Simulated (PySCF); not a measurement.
2-chloropent-1-en-4-yne (C₅H₅Cl), SMILES C#CCC(=C)Cl.

Geometry optimised at B3LYP-D3(BJ)/def2-SVP. Other conformers were not sampled.

The numbers are results of TDA-PBE/def2-SVPD in PySCF, not measurements.

Vertical excitations. The molecule is in vacuum.

```csv
state,energy (eV),λ (nm),f,main pairs
S1,5.29,234,0.001,HOMO−1→LUMO 99 %
S2,5.45,227,0.015,HOMO−2→LUMO 97 %
S3,6.03,206,0.072,"HOMO→LUMO+2 51 %, HOMO→LUMO 40 %"
S4,6.15,202,0.001,HOMO−3→LUMO 99 %
S5,6.21,200,0.001,HOMO→LUMO+1 95 %
S6,6.30,197,0.003,HOMO−1→LUMO+1 98 %
S7,6.37,195,0.007,HOMO→LUMO+3 92 %
S8,6.40,194,0.001,HOMO−2→LUMO+1 92 %
S9,6.56,189,0.001,HOMO−1→LUMO+2 87 %
S10,6.60,188,0.085,"HOMO→LUMO+4 29 %, HOMO→LUMO+2 27 %, HOMO→LUMO 20 %, HOMO−4→LUMO 9 %"
T1,4.15,299,0,HOMO→LUMO 95 %
T2,5.09,244,0,"HOMO−2→LUMO 75 %, HOMO−2→LUMO+2 12 %"
T3,5.18,239,0,HOMO−1→LUMO 96 %
T4,5.54,224,0,"HOMO−1→LUMO+3 59 %, HOMO−2→LUMO 20 %, HOMO−2→LUMO+2 10 %"
```
Triplets are in the Tamm–Dancoff approximation.
